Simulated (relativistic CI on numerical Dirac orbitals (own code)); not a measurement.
## Forbidden lines of Pr16+

Method of calculation: Dirac-Coulomb-Breit CI, separate exchange-only KLI orbitals for each configuration, a model potential for QED, unscaled Slater integrals (own radial code, finite nucleus).

Configuration list (outside the closed core [Ar] 3d10): 4s2.4p6.4d7, 4s2.4p5.4d8, 4s2.4p6.4d6.4f, 4s.4p6.4d8, 4s2.4p6.4d6.5s, 4s2.4p5.4d7.4f, 4s2.4p6.4d6.5p, 4s.4p6.4d7.4f, 4s2.4p6.4d5.4f.5s, 4s2.4p6.4d6.5d, 4s2.4p6.4d5.5s.5p, 4s2.4p5.4d7.5s, 4s2.4p6.4d6.5f, 4s2.4p6.4d6.6s, 4s2.4p6.4d6.6p, 4s2.4p6.4d6.7s, 4s.4p6.4d7.5s, 4p6.4d8.4f, 4p6.4d9, 4p5.4d10, 4p5.4d9.4f, 4s2.4p6.4d5.5s2, 4s2.4p6.4d4.4f.5s2, 4s2.4p5.4d5.4f.5s2, 4s2.4p6.4d4.5s2.5p, 4p6.4d8.5s, 4p5.4d9.5s, 4p5.4d8.4f.5s, 4p6.4d7.5s2, 4p5.4d8.5s2, 4p6.4d6.4f.5s2, 4p5.4d7.4f.5s2, 4p6.4d6.5s2.5p. Double excitations out of closed p, d and f shells are left out; levels of such configurations are missing from the list, as are those of other unlisted configurations, and high levels can miss mixing partners.

```csv
λ vac (nm),Lower,Upper,Type,A (s⁻¹),gf,Branching (%)
10.284,4s2.4p6.4d7 2H_11/2 [9],4s2.4p6.4d6.4f 4K°_15/2 [139],M2,2.77e+02,7.04e-09,62.0
10.399,4s2.4p6.4d7 2H_11/2 [9],4s2.4p6.4d6.4f 2K°_15/2 [115],M2,8.94e+02,2.32e-08,70.0
10.501,4s2.4p6.4d7 2H_11/2 [9],4s2.4p6.4d6.4f 4L°_15/2 [101],M2,1.72e+03,4.54e-08,87.7
10.567,4s2.4p6.4d7 4F_9/2 [1],4s2.4p6.4d6.4f 6G°_13/2 [42],M2,4.77e+03,1.12e-07,30.3
10.628,4s2.4p6.4d7 2H_11/2 [9],4s2.4p6.4d6.4f 4I°_15/2 [85],M2,4.72e+03,1.28e-07,99.1
88.847,4s2.4p6.4d7 4P_5/2 [7],4s2.4p6.4d7 2D_5/2 [19],M1,1.13e+03,8.02e-07,35.1
95.086,4s2.4p6.4d7 4P_5/2 [7],4s2.4p6.4d7 2D_3/2 [18],M1,4.60e+02,2.49e-07,11.2
119.88,4s2.4p6.4d7 4F_7/2 [2],4s2.4p6.4d7 2F_7/2 [16],M1,2.61e+02,4.49e-07,24.4
121.69,4s2.4p6.4d7 4F_5/2 [4],4s2.4p6.4d7 2D_3/2 [17],M1,5.19e+02,4.61e-07,38.8
135.73,4s2.4p6.4d7 4P_3/2 [11],4s2.4p6.4d7 2D_3/2 [18],M1,1.07e+03,1.18e-06,25.9
139.22,4s2.4p6.4d7 2D_5/2 [12],4s2.4p6.4d7 2D_3/2 [18],M1,1.91e+03,2.22e-06,46.4
142.64,4s2.4p6.4d7 2F_5/2 [13],4s2.4p6.4d7 2D_5/2 [19],M1,7.80e+02,1.43e-06,24.3
162.09,4s2.4p6.4d7 2G_9/2 [6],4s2.4p6.4d7 2F_7/2 [16],M1,4.25e+02,1.34e-06,39.7
178.17,4s2.4p6.4d7 4F_7/2 [2],4s2.4p6.4d7 2D_5/2 [12],M1,1.92e+03,5.48e-06,82.7
203.63,4s2.4p6.4d7 4F_9/2 [1],4s2.4p6.4d7 2G_9/2 [6],M1,6.90e+02,4.29e-06,96.8
226.66,4s2.4p6.4d7 2G_9/2 [6],4s2.4p6.4d7 2H_9/2 [14],M1,6.24e+02,4.80e-06,62.0
282.96,4s2.4p6.4d7 4F_3/2 [5],4s2.4p6.4d7 4P_3/2 [11],M1,6.68e+02,3.21e-06,45.6
317.54,4s2.4p6.4d7 4P_5/2 [7],4s2.4p6.4d7 4P_3/2 [11],M1,6.33e+02,3.83e-06,43.2
336.75,4s2.4p6.4d7 2H_11/2 [9],4s2.4p6.4d7 2H_9/2 [14],M1,2.63e+02,4.47e-06,26.1
365.17,4s2.4p6.4d7 4F_9/2 [1],4s2.4p6.4d7 4F_7/2 [2],M1,6.11e+02,9.77e-06,100.0
```

Terms are leading LS components. Brackets give the number of a level in order of energy, since labels repeat. The list gives strong lines, with weight on those to low levels, among the lowest 400 of 10576 levels, so that lines to higher ones, which can be the strongest, are missing. Levels whose partners in the same complex of configurations lie outside the list can be far off, and so can their lines. Rates are taken at the computed energies, electric ones in the length gauge.

At this charge energies of transitions that change n are usually good to better than 1 %, and those within a shell (Δn = 0) to a few per cent. Terms inside the open d or f shell come out 10 to 20 % too wide with unscaled integrals.

LS names give the leading component of a level, which can be under half, so a name can repeat, a term be missing and a line seem to break the LS rules.
